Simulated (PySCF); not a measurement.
AlFH6Si2. Atoms are numbered in the order given.

```xyz
10

Al    -0.3513    -0.2299     0.0284
F     -1.7535    -1.1434     0.1400
Si    -0.4958     1.8306    -1.3002
H      0.8382     2.1770    -1.8824
H     -0.9106     2.9737    -0.4262
H     -1.4838     1.7219    -2.4158
Si     1.6186    -1.0980     1.2104
H      2.4840     0.0263     1.6855
H      2.4447    -1.9311     0.2795
H      1.2550    -1.9440     2.3870
```
Charge 0, spin multiplicity 1.

The structure is a stationary point at B3LYP-D3(BJ)/def2-SVP. The structure was generated by enumeration; whether it is a known compound was not checked.

Level of theory: PySCF with B3LYP-D3(BJ)/def2-SVP.

Frequencies are harmonic and unscaled.

A small imaginary wavenumber (i) marks a very flat motion, where grid noise or a shallow saddle decides the sign.

| mode | ν (cm⁻¹) | IR (km/mol) | Raman (Å⁴/amu) | depolarisation | moving atoms (share of kinetic energy) |
|---|---|---|---|---|---|
| 1 | 18i | 0.1 | 0.1 | 0.75 | H 93 % |
| 2 | 16 | 0.1 | 0.2 | 0.75 | H 97 % |
| 3 | 84 | 2.3 | 2.5 | 0.44 | Si 47 %, H 22 %, Al 18 %, F 12 % |
| 4 | 151 | 26.4 | 0.3 | 0.75 | Al 55 %, F 20 %, H 19 % |
| 5 | 164 | 22.2 | 1.2 | 0.75 | F 59 %, Si 21 %, Al 10 %, H 10 % |
| 6 | 299 | 0.3 | 47.9 | 0.18 | Si 70 %, F 10 %, Al 10 %, H 9 % |
| 7 | 391 | 0.0 | 3.3 | 0.46 | H 91 %, Si 9 % |
| 8 | 404 | 9.3 | 7.1 | 0.75 | H 61 %, Si 22 %, Al 16 % |
| 9 | 467 | 4.2 | 2.1 | 0.75 | H 75 %, Al 13 %, Si 11 % |
| 10 | 481 | 11.1 | 10.0 | 0.74 | H 81 %, Si 13 % |
| 11 | 493 | 90.6 | 0.3 | 0.74 | Al 52 %, H 30 %, Si 17 % |
| 12 | 835 | 110.1 | 2.4 | 0.68 | F 49 %, Al 39 %, H 11 % |
| 13 | 850 | 451.3 | 4.9 | 0.75 | H 90 %, Si 10 % |
| 14 | 884 | 17.6 | 2.3 | 0.41 | H 82 %, Si 8 % |
| 15 | 936 | 20.4 | 28.6 | 0.75 | H 98 % |
| 16 | 937 | 29.0 | 40.1 | 0.75 | H 97 % |
| 17 | 942 | 37.6 | 25.8 | 0.75 | H 97 % |
| 18 | 942 | 70.0 | 13.9 | 0.75 | H 98 % |
| 19 | 2184 | 115.0 | 5.0 | 0.59 | H 98 % |
| 20 | 2187 | 10.2 | 411.4 | 0.13 | H 98 % |
| 21 | 2195 | 109.1 | 79.1 | 0.61 | H 96 % |
| 22 | 2196 | 70.1 | 219.7 | 0.26 | H 97 % |
| 23 | 2207 | 101.4 | 152.2 | 0.64 | H 96 % |
| 24 | 2209 | 84.0 | 264.3 | 0.40 | H 96 % |
